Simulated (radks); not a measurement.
Valence configurations of Hf II (all share [Xe]). Calculated with a radial shooting solver on a logarithmic mesh with Libxc functionals: scalar-relativistic Kohn-Sham, PBE, spin-polarised, spherical densities, finite nucleus; open shells are filled with parallel spins first (spin-orbit coupling, left out, can overturn this in heavy ions); Fermi nuclear charge, rms radius 5.347 fm. Energies are relative to 4f14 5d1 6s2; eigenvalues in eV for spin up.

\begin{tabular}{lrrrrrr}
valence & E (eV) & moment (Bohr magnetons) & e(4f) & e(5d) & e(6p) & e(6s) \\ \hline
4f14 5d1 6s2 & 0.000 & 1 & -26.166 & -10.976 & - & -12.065 \\
4f14 6s2 6p1 & 4.513 & 1 & -30.320 & - & -8.482 & -13.862 \\
4f13 5d1 6s2 6p1 & 24.145 & 3 & -39.200 & -15.624 & -8.797 & -14.598 \\
4f14 6p3 & 14.384 & 3 & -32.953 & - & -9.949 & - \\
4f14 5d1 6s1 6p1 & 3.957 & 3 & -27.539 & -12.357 & -8.125 & -13.360 \\
4f12 5d1 6s2 6p2 & 59.160 & 5 & -53.215 & -20.499 & -10.369 & -16.962 \\
4f13 5d2 6s1 6p1 & 21.892 & 5 & -36.155 & -14.148 & -8.389 & -13.995 \\
4f13.5 5d1.5 6s2 & 8.279 & 2 & -30.431 & -11.904 & - & -12.431 \\
4f14 5d1 6s1.5 6p0.5 & 2.113 & 2 & -26.890 & -11.702 & -7.652 & -12.763 \\
4f14 5d1 6p2 & 9.206 & 3 & -28.956 & -13.354 & -8.767 & - \\
\end{tabular}

NIST lists [Xe] 4f14 5d1 6s2 as the ground configuration; this level of theory agrees among the configurations tried. The energies are those of spherical high-spin densities, not of single terms.
